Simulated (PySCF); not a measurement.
Si(F)(Me)(SH)2 (CH5FS2Si), SMILES C[Si](F)(S)S. Atoms are numbered in the order given.

```xyz
10

C      1.7545    -1.1064     0.2215
Si     0.2075    -0.0885     0.2710
F     -0.0807     0.3465     1.8102
S      0.5239     1.6224    -0.9607
S     -1.5812    -1.1316    -0.2650
H      1.6544    -1.9676     0.8991
H      1.9450    -1.4836    -0.7943
H      2.6214    -0.5071     0.5402
H     -0.7569     2.0439    -0.8748
H     -1.2529    -1.1787    -1.5748
```
Charge 0, spin multiplicity 1.

Geometry: PBE0-D3(BJ)/def2-SVP. The structure was generated by enumeration, and PubChem lists no compound with its InChIKey, so it may never have been made. One conformer was computed; it need not be the lowest.

Two levels are set side by side: PBE/pcSseg-1 (PySCF) and PBE0/pcSseg-1 (PySCF). GIAO shifts against CFCl3 (¹⁹F), H2S (³³S), TMS (²⁹Si), TMS (¹H), TMS (¹³C) at the same level; non-relativistic, no solvent, atoms listed together averaged. Differences are taken from unrounded values.

| quantity | PBE0 |
|---|---|
| δ(¹³C) of C1 (ppm) | 8.0 |
| δ(²⁹Si) of Si2 (ppm) | 48.2 |
| δ(¹⁹F) of F3 (ppm) | -145.4 |

**Question.** What does PBE give, and how far is it from PBE0? (The exact figures need the calculation; the answer reports its results.)

**Answer.** 
| quantity | PBE | PBE minus PBE0 |
|---|---|---|
| δ(¹³C) of C1 (ppm) | 8.6 | 0.6 |
| δ(²⁹Si) of Si2 (ppm) | 49.5 | 1.4 |
| δ(¹⁹F) of F3 (ppm) | -159.3 | -13.9 |

Rough cost on one machine, each run with all the roots and properties that it gave: PBE0 against PBE within a factor of 2.
